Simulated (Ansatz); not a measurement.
Relaxation of C₂H₃B₂F (8 atoms, charge 0, multiplicity 1), to a largest force component of 0.015 eV/Å in at most 40 steps.

All numbers below come from RKS r2SCAN/STO-3G (Ansatz).

```xyz
8
Properties=species:S:1:pos:R:3
B -1.024 1.133 -0.212
C -0.077 -0.001 0.005
C 0.130 -1.318 0.422
B 1.394 -0.515 -0.076
F 2.722 -0.387 -0.414
H -2.214 1.059 0.044
H -0.659 2.204 -0.663
H -0.180 -2.232 0.838
```

Q: Where does it end, and by what steps?

A: The run converged. Limits of this set-up: minimal basis. After 15 steps the energy has fallen by 1.315 eV; H6 moved furthest, 1.30 Å.

| step | energy less start (eV) | largest force component (eV/Å) | accepted |
| --- | --- | --- | --- |
| 0 | 0.0000 | 4.574 | yes |
| 1 | -0.6427 | 1.659 | yes |
| 2 | -0.7634 | 1.004 | yes |
| 3 | -0.8053 | 0.152 | yes |
| 4 | -0.8293 | 0.594 | yes |
| 5 | -0.9256 | 0.586 | yes |
| 6 | -1.0336 | 0.711 | yes |
| 7 | -1.1490 | 0.642 | yes |
| 8 | -1.2425 | 0.434 | yes |
| 9 | -1.2976 | 0.188 | yes |
| 10 | -1.3053 | 0.201 | yes |
| 11 | -1.3067 | 0.231 | yes |
| 12 | -1.3133 | 0.236 | yes |
| 13 | -1.3143 | 0.100 | yes |
| 14 | -1.3144 | 0.116 | yes |
| 15 | -1.3151 | 0.011 | yes |

```xyz
8
Properties=species:S:1:pos:R:3
B -1.020 1.083 -0.256
C -0.079 -0.024 0.052
C 0.328 -1.190 0.677
B 1.295 -0.623 -0.227
F 2.424 -0.527 -0.878
H -1.751 1.001 -1.172
H -0.966 2.090 0.348
H -0.139 -1.867 1.401
```

Whether the end is a true minimum wasn't checked by a vibrational analysis.

Time of the run: 19 s on 1 thread of Intel(R) Xeon(R) 6975P-C (Granite Rapids), with other jobs on the host, peak memory 0.15 GiB.
